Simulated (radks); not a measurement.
Values are calculated unless marked as measured or tabulated.
Task: Ionisation of the rhodium ion Rh+, [Kr] 4d8, to Rh2+, [Kr] 4d7, under several functionals. Scalar-relativistic Kohn-Sham, spin-polarised, spherical densities, finite nucleus; open shells are filled with parallel spins first (spin-orbit coupling, left out, can overturn this in heavy ions); a radial shooting solver on a logarithmic mesh with Libxc functionals. The NIST Atomic Spectra Database gives 18.080 eV (semi-empirical). Rank these functionals by the error of their Delta-SCF ionisation energy: AM05; PBEsol; HCTH/407; BLYP; MS2 meta-GGA; LDA (Slater exchange, Perdew-Zunger correlation); PW91.

Result: From best to worst: MS2 meta-GGA 18.265 eV (+0.185); BLYP 18.500 eV (+0.420); PBEsol 18.536 eV (+0.456); AM05 18.548 eV (+0.468); PW91 18.603 eV (+0.523); HCTH/407 18.718 eV (+0.638); LDA (Slater exchange, Perdew-Zunger correlation) 18.920 eV (+0.840). Open shells are spherical and high-spin; term and fine-structure splittings are not resolved.
